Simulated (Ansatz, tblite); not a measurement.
Spin states of the cluster SiW3, each relaxed with PBE-D4/def2-SVP in Ansatz. Electronic energies in the gas phase.

In the def2 sets W takes a core potential; there is no spin–orbit coupling. The xTB rows come from tblite. HSE06 is defined as in plane-wave codes, on full-range PBE exchange. Correlated methods freeze 5 core orbitals; core or outer-core shells of W are correlated, in sets that lack core-valence functions. HOMO above LUMO, or a gap near zero within one spin, warns that the state may not be the lowest or that an electron is smeared out. The structure comes from a short search, and lower isomers may exist.

Singlet geometry (C3v within 0.1 Å):

```xyz
4

W    -1.289    0.537    0.373
W     0.293   -1.072    0.923
W    -0.155   -0.599   -1.306
Si    1.151    1.135    0.010
```

Triplet geometry (Cs within 0.1 Å):

```tsv
atom	x (Å)	y (Å)	z (Å)
W1	-0.780	1.327	-0.725
W2	0.244	-0.776	-1.081
W3	1.041	0.615	0.607
Si4	-0.505	-1.166	1.199
```

Quintet geometry (C3v within 0.1 Å):

Cartesian coordinates in Å:
```
W -1.2862 0.7221 -0.0707
W 0.6909 0.4221 1.2350
W -0.2945 -1.4426 0.1144
Si 0.8898 0.2983 -1.2786
```

⟨S²⟩: triplet 2.15 at PBE0-D4/def2-TZVP (pure 2.00), quintet 6.06 at PBE0-D4/def2-TZVP (pure 6.00).

Run but left out: HF/def2-TZVP, LC-ωPBE/def2-TZVP (triplet: ⟨S²⟩ 2.80 to 5.26, where a pure state has 2.00); HF/def2-TZVP, LC-ωPBE/def2-TZVP (quintet: ⟨S²⟩ 6.34 to 8.16, where a pure state has 6.00).

Only these spin states were relaxed.

| level | triplet − singlet (kJ/mol) | quintet − singlet (kJ/mol) | lowest of these | remarks |
| --- | --- | --- | --- | --- |
| GFN1-xTB | 2.5 | -64.0 | quintet | – |
| GFN2-xTB | -29.1 | 35.8 | triplet | – |
| LDA (SPW92)/def2-TZVP | 127.0 | 250.4 | singlet | gap within one spin near zero (quintet), gap within one spin near zero (triplet) |
| PBE-D4/def2-TZVP | 109.4 | 218.1 | singlet | – |
| r2SCAN-D4/def2-TZVP | 95.8 | 181.8 | singlet | spin-contaminated (⟨S²⟩ 2.12) (triplet) |
| PBE0-D4/def2-TZVP | 100.1 | 189.6 | singlet | spin-contaminated (⟨S²⟩ 2.15) (triplet) |
| HSE06-D4/def2-TZVP | 100.3 | 191.2 | singlet | spin-contaminated (⟨S²⟩ 2.15) (triplet) |
| CAM-B3LYP-D4/def2-TZVP | 94.2 | 178.6 | singlet | spin-contaminated (⟨S²⟩ 2.15) (triplet) |
| RPA@PBE/def2-TZVP | 120.6 | 215.4 | singlet | – |

Change of the quintet − singlet gap on mixing in exact exchange, in kJ/mol: PBE to PBE0 (25 % exact exchange) -28.4.

The xTB methods have no spin-polarisation term.
